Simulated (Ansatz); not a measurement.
`CB[SiH3]` + `O=C(O)O` → `CBOC(=O)O` + SiH₄  (cleavage of the B–Si bond)

Program: Ansatz. Geometries: PBE0-D4/def2-TZVP. ΔE: electronic, gas phase. CCSD(T)/CBS is the MP2 limit (def2-TZVPP, def2-QZVPP) plus CCSD(T) − MP2 in def2-TZVPP, frozen cores. This one scheme is used for every species. DFT in def2-TZVPP. B3LYP here is the variant with VWN-RPA as its local correlation; programs differ in this. One conformer a species, not always the lowest.

```tsv
level	ΔE (kcal/mol)
PBE-D4	-29.9
r2SCAN-D4	-32.4
B3LYP-D4	-33.7
r2SCAN	-32.3
HF/def2-QZVPP	-36.6
HF/CBS(def2)	-36.6
MP2/CBS(def2)	-34.2
CCSD/CBS(def2)	-33.3
```

Problem. What does CCSD(T)/CBS give? (An estimate is asked.)

Solution. Computed: -33.3 kcal/mol. The listed levels differ from it by 3.4, 0.9, -0.4, 1.0, -3.3, -3.3, -0.9, 0.0 kcal/mol.

Largest T1 diagnostic among the species: 0.014.

From PBE to PBE0 (25 % exact exchange), in def2-TZVPP and without D4, ΔE moves by −0.7 kcal/mol. In def2-TZVPP, CCSD(T) changes the Hartree–Fock value by +2.5 kcal/mol (the triples alone add +0.0 kcal/mol) and MP2 by +1.6 kcal/mol.
